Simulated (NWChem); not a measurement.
**One site exchanged: Ga, Al, B**

Each species was optimised at B3LYP/6-31G* with NWChem, gas phase unless a solvent is named. Pople sets run with spherical d functions.

A: [GaH2][F] (GaH2F)
B: [AlH2][F] (AlH2F)
C: BF (BH2F)

```
quantity                                                  A (Ga)  B (Al)  C (B)
--------------------------------------------------------  ------  ------  -----
Pauling electronegativity of the site (pymatgen's table)    1.81    1.61   2.04
electrons in the molecule                                     42      24     16
dipole (D), B3LYP/6-31G*                                    2.04    1.23   0.51
orbital gap (eV), B3LYP/6-31G*                              6.76    7.01   7.98
highest harmonic frequency (cm⁻¹), B3LYP/6-31G*             1976    1983   2714
vertical ionisation energy, ΔSCF, PBE/def2-SVP (eV)        11.06   11.04  12.05
vertical ionisation energy, ΔSCF, B3LYP/def2-SVP (eV)      11.45   11.40  12.45
static polarisability, B3LYP/def2-SVPD (bohr³)              29.7    28.1   16.9
lowest singlet excitation, B3LYP/def2-SVPD, TDA (eV)        5.59    5.75   6.04
```

“Dipole (D), B3LYP/6-31G*” runs from 0.51 in C (B) to 2.04 in A (Ga), rising in step with the number of electrons. “Orbital gap (eV), B3LYP/6-31G*” runs from 6.76 in A (Ga) to 7.98 in C (B), falling in step with the number of electrons. “Highest harmonic frequency (cm⁻¹), B3LYP/6-31G*” runs from 1976 in A (Ga) to 2714 in C (B), falling in step with the number of electrons. “Vertical ionisation energy, ΔSCF, PBE/def2-SVP (eV)” runs from 11.04 in B (Al) to 12.05 in C (B). “Vertical ionisation energy, ΔSCF, B3LYP/def2-SVP (eV)” runs from 11.40 in B (Al) to 12.45 in C (B), rising in step with the site's electronegativity. “Static polarisability, B3LYP/def2-SVPD (bohr³)” runs from 16.9 in C (B) to 29.7 in A (Ga), rising in step with the number of electrons. “Lowest singlet excitation, B3LYP/def2-SVPD, TDA (eV)” runs from 5.59 in A (Ga) to 6.04 in C (B), falling in step with the number of electrons. The order by orbital gap (eV) is the same as the order by lowest singlet excitation.

These are trends among computed rows of three or four species; they are not measurements.
